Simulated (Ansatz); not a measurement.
Consider the hydrogen abstraction from the Si–H bond: `N[SiH2]S[SiH2]N` + `[SiH3]`• → `N[SiH]S[SiH2]N`• + SiH₄.

Gas-phase electronic energies from Ansatz, PBE0-D4/def2-TZVP geometries. CCSD(T)/CBS is the MP2 limit (def2-TZVPP, def2-QZVPP) plus CCSD(T) − MP2 in def2-TZVPP, frozen cores. This one scheme is used for every species. Functionals use def2-TZVPP. B3LYP here is the variant with VWN-RPA as its local correlation; programs differ in this. Open shells (•) are unrestricted, without spin–orbit coupling. Each species was taken in one conformer, which may not be the lowest.

```csv
level,ΔE (kJ/mol)
PBE0-D4,-7.0
B2PLYP,-6.7
PBE,-12.6
B3LYP,-10.4
HF/def2-TZVPP,5.6
CCSD(T)/def2-TZVPP,-2.0
HF/CBS(def2),4.9
MP2/CBS(def2),-0.7
```

What does CCSD(T)/CBS give? (Estimate.)

The calculation gave: -3.2 kJ/mol. The listed levels differ from it by -3.8, -3.5, -9.4, -7.2, 8.8, 1.2, 8.1, 2.5 kJ/mol.

Largest T1 diagnostic among the species: 0.015.

In def2-TZVPP, CCSD(T) changes the Hartree–Fock value by −7.5 kJ/mol (the triples alone add −1.9 kJ/mol) and MP2 by −5.0 kJ/mol. From PBE to PBE0 (25 % exact exchange), in def2-TZVPP and without D4, ΔE moves by +5.9 kJ/mol.
